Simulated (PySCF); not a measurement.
C$_{5}$H$_{7}$NO$_{2}$Si: full NMR table

| Quantity | Value |
| --- | --- |
| Formula | C5H7NO2Si |
| SMILES | C/C=C(/C#N)O[SiH2]C=O |
| InChI | InChI=1S/C5H7NO2Si/c1-2-5(3-6)8-9-4-7/h2,4H,9H2,1H3/b5-2- |
| Point group of the computed structure | C1 |
| Degrees of unsaturation | 4 |
| Carbon signals | 5 |
| Proton signals | 4 |

Atom-mapped SMILES (the numbers label the heavy atoms): `[CH3:1]/[CH:2]=[C:3](/[C:4]#[N:5])[O:6][SiH2:7][CH:8]=[O:9]`. Each H is labelled by its parent atom.

PySCF 2.14 calculation with GFN2-xTB geometry and PBE0/pcSseg-1 with gauge-including orbitals; a single conformation, rapidly exchanging positions averaged, relativity neglected, isolated molecule.

Shifts are taken against calculated references (same method and geometry level): TMS for $^{1}$H (31.72 ppm) and $^{13}$C (186.93 ppm) and $^{29}$Si (349.16 ppm); $^{15}$N (267.73 ppm) against NH3; $^{17}$O (336.08 ppm) vs H2O.

| carbon | δC, type | δH (multiplicity) | HMBC from (2–3 bonds) | span of the C tensor (ppm) |
| --- | --- | --- | --- | --- |
| C1 | 15.0, CH3 | 2.23 (d) | H(C2) | 32 |
| C2 | 137.7, CH | 6.23 (q) | H(C1) | 221 |
| C3 | 130.5, C | – | H(C2), H(Si7), H(C1) | 150 |
| C4 | 120.3, C | – | H(C2) | 343 |
| C8 | 247.2, CH | 12.37 (t) | H(Si7) | 251 |

Other nuclei:
```csv
atoms,nucleus,environment,δ (ppm),σ (ppm)
H(Si7),$^{1}$H,"hydrogen on a silicon bonded to C, O",4.84,26.87
Si7,$^{29}$Si,"silicon bonded to C, O, 2 H",-53.7,402.9
N5,$^{15}$N,nitrile nitrogen,319.5,-51.7
O9,$^{17}$O,carbonyl oxygen,978.8,-642.7
O6,$^{17}$O,"oxygen bonded to C, Si",86.7,249.4
```

Carbon types of the structure: 2 × C, 2 × CH, 1 × CH3, leaving 2 H on heteroatoms. δC 247.2: carbonyl carbon. δC 137.7: β carbon of an enol-ether or enamine type C=C. δC 130.5: alkene carbon bearing oxygen; an sp2 carbon of a C=C bond. δC 120.3: nitrile carbon; typical of a nitrile. δH 12.37: hydrogen on a carbonyl carbon.

Shifts are as computed. Against solution values, carbons near 30 ppm lie about +3 ppm off and those near 130 ppm about +5 ppm. Of 1309 compounds with measured shifts, 239 miss one by over three times the rms of a fit or turn the order of signals round; such compounds aren't used in these exercises. Unscaled 17O shifts of doubly bonded oxygen tend to come out too high, by tens of ppm or more. Experimental scales use liquid or dissolved standards, which lie at an offset from isolated NH3 (liquid NH3: subtract about 20 ppm) and H2O (liquid H2O: subtract about 36 ppm). Unscaled 15N shifts of sp2 nitrogen come out 20 to 40 ppm too high even then. Multiplicities follow the n + 1 count of equivalent neighbours, as no J values were calculated; m marks all less simple cases, F and P coupling included.
